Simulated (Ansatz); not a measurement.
Reaction R1 → 2 P1, each structure at its B3LYP-D3(BJ)/def2-TZVP stationary point, reached from a drawn start (curvature not checked).
R1: Br2 (SMILES BrBr), charge 0, multiplicity 1.
P1: Br atom, charge 0, multiplicity 2.

P less R. No zero-point or thermal terms; singlets are restricted closed shells; open shells are unrestricted; no spin–orbit coupling.

Cores are frozen in the correlated methods. In cc and def2 sets filled d and f shells under p-block atoms count as core. CBS(a, b) extrapolates the correlation energy as X⁻³ and adds the Hartree–Fock energy of set b.

The values were computed with Ansatz (Gaussian basis) for Hartree–Fock, density functionals and correlated methods. No computed number here is a measurement.

Q: Estimate the reaction energy that B2PLYP/def2-TZVPP returns for this input.

A: 2.08 eV

Q: Predict the reaction energy from CCSD(T)/cc-pVTZ.

A: 2.01 eV

Q: What reaction energy does CCSD(T)/CBS(cc-pVTZ, cc-pVQZ) give?

A: 2.25 eV

Ansatz is an electronic-structure program.
